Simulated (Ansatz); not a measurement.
System: sum formula GaBr₂F (charge 0, singlet). 
Geometry from a B3LYP-D3(BJ)/def2-TZVP (Ansatz, a program for electronic structure) optimisation:
```
Ga
F 1 1.7476
Br 1 2.2667 2 117.80
Br 1 2.2667 2 117.80 3 -180.00
```
Charge 0, spin multiplicity 1.

Quantity: atomisation energy (electronic, to ground-state atoms), in kcal/mol. Cores are frozen in the correlated levels unless marked. Open shells are spin-unrestricted. No spin-orbit coupling. Frozen are the shells of the preceding noble gas and the d and f shells that filled before the atom's block. Non-relativistic. The coupled-cluster limit lacks core correlation, which all-electron functionals hold. CBS(X,Y): correlation extrapolated as X^-3; Hartree-Fock from the larger set (for Q and 5 zeta extrapolated as (X+1)exp(-9√X)).

```
level           program  atomisation energy (kcal/mol)
--------------  -------  -----------------------------
PBE/def2-TZVPD   Ansatz                          269.2
```

Problem. Predict the CCSD(T)/CBS(cc-pVQZ,cc-pV5Z) result (Ansatz).

Solution. 273.7 kcal/mol, so PBE/def2-TZVPD differs from it by -4.5 kcal/mol.
